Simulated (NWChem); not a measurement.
System: C2H4NO, doublet; SMILES C[N]C=O

```xyz
8

C      0.4371     1.4140     0.0502
N     -0.6623     0.5259    -0.1427
C     -0.5238    -0.8061     0.0999
O      0.5612    -1.3834    -0.0615
H      0.7741     1.8285    -0.9278
H      0.0662     2.3010     0.6160
H      1.3032     0.9609     0.5805
H     -1.4770    -1.3520     0.3222
```
Atoms are numbered in this order, from 1.

Computed with NWChem. Spin-unrestricted. All runs use the structure optimised with PBE-D3(BJ)/def2-SVP, spin-unrestricted. No stability test was run on the SCF state.

For level TPSSh/def2-TZVP:

- highest occupied level (eV) = -6.94
- lowest empty minus highest occupied level, either spin (eV) = 2.44

Q: How do the values read with level BLYP/def2-TZVP instead?

A: 
| Quantity | Result |
|---|---|
| highest occupied level (eV) | -6.17 |
| lowest empty minus highest occupied level, either spin (eV) | 0.99 |
